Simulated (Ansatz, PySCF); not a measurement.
C4H7NSi, SMILES C1=NC=C([SiH2]1)C. Atoms are numbered in the order given.

```xyz
13

C      2.3101     0.1534    -0.4407
C      0.8470    -0.0672    -0.2092
C      0.1808    -1.2077    -0.5044
N     -1.2200    -1.3366    -0.2511
C     -1.7598    -0.2906     0.2686
Si    -0.4574     1.0805     0.5151
H      2.4864     1.0086    -1.1158
H      2.7903    -0.7333    -0.8850
H      2.8359     0.3881     0.5009
H      0.6557    -2.0909    -0.9473
H     -2.8350    -0.3097     0.4938
H     -0.2314     1.4607     1.9398
H     -0.7117     2.3164    -0.2806
```

The structure is a stationary point at B3LYP-D3(BJ)/def2-SVP. This is a generated structure with no PubChem entry under its InChIKey; it may be hypothetical.

Two levels are set side by side: PBE-D3(BJ)/def2-SVP (Ansatz, a program for electronic structure) and B3LYP-D3(BJ)/def2-SVP (Ansatz). Each level has its own optimised geometry; the coordinates shown are those of the second. Frequencies come from the Hessian of PySCF at each geometry. Differences are taken from unrounded values.

```csv
quantity,B3LYP-D3(BJ),PBE-D3(BJ),PBE-D3(BJ) minus B3LYP-D3(BJ)
mean bond length (Å),1.373,1.380,0.007
bond C1–C2 (Å),1.498,1.497,-0.001
bond C2–C3 (Å),1.353,1.365,0.011
bond C2–Si6 (Å),1.882,1.888,0.006
bond C3–N4 (Å),1.429,1.427,-0.002
bond N4–C5 (Å),1.287,1.297,0.010
bond C5–Si6 (Å),1.907,1.912,0.005
bond C1–H7 (Å),1.104,1.111,0.008
bond C1–H8 (Å),1.102,1.110,0.008
bond C1–H9 (Å),1.104,1.111,0.008
bond C3–H10 (Å),1.096,1.105,0.009
bond C5–H11 (Å),1.099,1.107,0.008
bond Si6–H12 (Å),1.492,1.506,0.014
bond Si6–H13 (Å),1.492,1.506,0.014
highest harmonic wavenumber (cm⁻¹),3153,3080,-74
mean harmonic wavenumber (cm⁻¹),1299,1260,-40
zero-point energy (kcal/mol),61.30,59.43,-1.87
```

GGA bonds tend to be longer and softer than those of functionals with exact exchange. Differences between two approximate levels are no errors against the true value.
